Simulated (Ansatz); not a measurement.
Start from `N[Si](F)(F)Br` and change one atom or group to get `CO[Si](N)(F)F`.

Ansatz, PBE0-D4/def2-TZVP geometries, multiplicity 1. Each molecule was computed in one conformer, which needn't be the lowest.

Scalar relativity is left out up to krypton. Spin–orbit coupling is left out; it splits and shifts lone-pair levels of the heavy atoms by tenths of an eV.

```csv
property,`N[Si](F)(F)Br`
HOMO energy (PBE/def2-TZVPP) / eV,-6.97
LUMO energy (PBE/def2-TZVPP) / eV,-0.58
HOMO–LUMO gap (PBE0/def2-TZVPP) / eV,8.81
zero-point energy (PBE0-D4/def2-TZVP) / kJ/mol,88.1
HOMO energy (B3LYP/def2-TZVPP) / eV,-8.20
HOMO–LUMO gap (ωB97M-V/def2-TZVPP) / eV,12.71
```

(1) Give the same properties after the change, and the shifts. (Estimate.)

Results:

(1) The calculation gave: 
```csv
property,`CO[Si](N)(F)F`,shift
HOMO energy (PBE/def2-TZVPP) / eV,-6.60,0.37
LUMO energy (PBE/def2-TZVPP) / eV,-0.09,0.49
HOMO–LUMO gap (PBE0/def2-TZVPP) / eV,8.95,0.14
zero-point energy (PBE0-D4/def2-TZVP) / kJ/mol,198.0,109.9
HOMO energy (B3LYP/def2-TZVPP) / eV,-7.88,0.32
HOMO–LUMO gap (ωB97M-V/def2-TZVPP) / eV,12.82,0.11
```

With PBE0 the HOMO rises by 0.31 eV and the LUMO rises by 0.45 eV, so the gap widens by about 0.14 eV. PBE moves the HOMO by 0.37 eV and ωB97M-V by 0.23 eV. The zero-point energy changes by 109.9 kJ/mol with +12 modes.

Positive LUMOs are unbound, so they and the gaps depend on the basis.

B3LYP here is the variant with VWN-RPA as its local correlation; programs differ in this.
